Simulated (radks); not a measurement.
Results of a calculation; reference values are marked as such.
Species: Hg XX. Configuration: [Kr] 4d10 4f13 5s2. Level of theory: Dirac Kohn-Sham, BLYP, spin-unpolarised, spherical densities, finite nucleus; open shells fill j = l - 1/2 first; Fermi nuclear charge, rms radius 5.4648 fm (a radial shooting solver on a logarithmic mesh with Libxc functionals). Some entries of the table are withheld. Estimate them.

| orbital | occ. | eigenvalue (hartree) | r(max) (bohr) |
|---|---|---|---|
| 1s1/2 | 2 | -3067.490 | 0.01022 |
| 2s1/2 | 2 | -557.1631 | 0.05936 |
| 2p1/2 | 2 | -535.4980 | 0.04361 |
| 2p3/2 | 4 | -463.8728 | 0.05109 |
| 3s1/2 | 2 | -144.8126 | 0.1670 |
| 3p1/2 | 2 | -135.0122 | 0.1557 |
| 3p3/2 | 4 | -119.1223 | 0.1708 |
| 3d3/2 | 4 | -102.8363 | 0.1329 |
| 3d5/2 | 6 | -99.42669 | 0.1370 |
| 4s1/2 | 2 | -44.37477 | 0.3750 |
| 4p1/2 | 2 | -40.15064 | 0.3727 |
| 4p3/2 | 4 | -36.23978 | 0.4033 |
| 4d3/2 | 4 | (1) | (2) |
| 4d5/2 | 6 | (3) | (4) |
| 4f5/2 | 6 | (5) | 0.3567 |
| 4f7/2 | 7 | (6) | 0.3608 |
| 5s1/2 | 2 | -18.80608 | 0.7819 |

Answer. 
(1) 4d3/2 eigenvalue (hartree): -29.30411
(2) 4d3/2 r(max) (bohr): 0.3945
(3) 4d5/2 eigenvalue (hartree): -28.56173
(4) 4d5/2 r(max) (bohr): 0.4038
(5) 4f5/2 eigenvalue (hartree): -19.58934
(6) 4f7/2 eigenvalue (hartree): -19.41853
